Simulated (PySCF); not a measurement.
Molecule: SMILES O[SiH2]C1CC1, C₃H₈OSi.

Geometry:
```tsv
atom	x (Å)	y (Å)	z (Å)
O1	2.177	0.908	0.681
Si2	1.257	-0.445	0.348
C3	-0.344	-0.082	-0.526
C4	-1.537	0.408	0.257
C5	-1.528	-0.988	-0.267
H6	2.592	1.343	-0.068
H7	0.920	-1.036	1.674
H8	2.056	-1.419	-0.466
H9	-0.268	0.296	-1.553
H10	-2.195	1.137	-0.224
H11	-1.424	0.559	1.336
H12	-1.410	-1.809	0.449
H13	-2.175	-1.231	-1.113
```

Geometry PBE0-D3(BJ)/def2-SVP throughout; GIAO in PySCF, gas phase, one conformer, non-relativistic; equivalent atoms averaged; functional PBE0.

A run gave: O1 307.4, Si2 357.8, C4/C5 184.9, C3 188.4, H7/H8 26.60, H10/H13 30.63, H11/H12 30.90, H6 30.82, H9 31.47 ppm (absolute shieldings σ).

**Question.** Which basis set was used in that run?
A. aug-cc-pVDZ
B. cc-pVDZ
C. pcSseg-0
D. IGLO-III
E. cc-pVTZ

**Answer.** E. C3 tells them apart best: cc-pVTZ gives 188.4, cc-pVDZ gives 196.7, aug-cc-pVDZ gives 196.0, IGLO-III gives 184.8, pcSseg-0 gives 197.5 ppm.
